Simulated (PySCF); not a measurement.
Exercise with solution: oscillator strength and radiative lifetime

Al(H)(Br)(NH2) (AlBrH₃N), SMILES [NH2][AlH][Br].

Geometry: B3LYP-D3(BJ)/def2-TZVP. One conformer was computed; it need not be the lowest.

PySCF with TDA-LC-ωPBE/def2-SVPD puts the first singlet state with f over 0.02 at 6.93 eV (vertical), with the transition dipole (0.000, 0.000, -0.381) in atomic units.

### Question
Find the oscillator strength, the wavelength and the radiative lifetime that this transition would have in vacuum if emission retraced absorption.

### Answer

|μ|² = 0.1452 au, so |μ| = 0.97 D. ΔE = 6.93/27.211 = 0.2547 hartree. f = (2/3) ΔE |μ|² = 0.025 (the program prints 0.025).
λ = 1239.84/6.93 = 179 nm; ν = 55894 cm⁻¹.
Einstein's coefficient A = 0.6670 ν² f s⁻¹ (ν in cm⁻¹) = 5.1e7 s⁻¹, so τ = 1/A = 19 ns. This state is S1. The figure is the radiative limit of this one transition; relaxation, internal conversion, crossing to triplets and a medium change what is measured.
